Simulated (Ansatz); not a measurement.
One change: `FC(F)(F)C1=CC(C(F)(F)F)=[O+][Zn-]([Cl])[O]1` becomes `FC(F)(F)C1=CC(C(F)(F)F)=[O+][Ga-]([F])([F])[O]1`.

Ansatz, PBE0-D4/def2-TZVP geometries, multiplicity 1. 

Scalar relativity is left out up to krypton.

```csv
property,`FC(F)(F)C1=CC(C(F)(F)F)=[O+][Zn-]([Cl])[O]1`
LUMO energy (B3LYP/def2-TZVPP) / eV,-3.61
HOMO–LUMO gap (B3LYP/def2-TZVPP) / eV,4.78
HOMO energy (PBE0/def2-TZVPP) / eV,-8.61
HOMO–LUMO gap (PBE/def2-TZVPP) / eV,3.05
HOMO energy (ωB97M-V/def2-TZVPP) / eV,-10.73
HOMO energy (PBE/def2-TZVPP) / eV,-7.23
```

**Question.** Give the same properties after the change, and the shifts. (Estimate.)

**Answer.** The calculation gave: 
```
                             property  `FC(F)(F)C1=CC(C(F)(F)F)=[O+][Ga-]([F])([F])[O]1`  shift
  LUMO energy (B3LYP/def2-TZVPP) / eV                                              -4.14  -0.53
HOMO–LUMO gap (B3LYP/def2-TZVPP) / eV                                               4.84   0.06
   HOMO energy (PBE0/def2-TZVPP) / eV                                              -9.18  -0.57
  HOMO–LUMO gap (PBE/def2-TZVPP) / eV                                               3.28   0.23
HOMO energy (ωB97M-V/def2-TZVPP) / eV                                             -11.28  -0.55
    HOMO energy (PBE/def2-TZVPP) / eV                                              -7.96  -0.73
```

B3LYP here is the variant with VWN-RPA as its local correlation; programs differ in this.
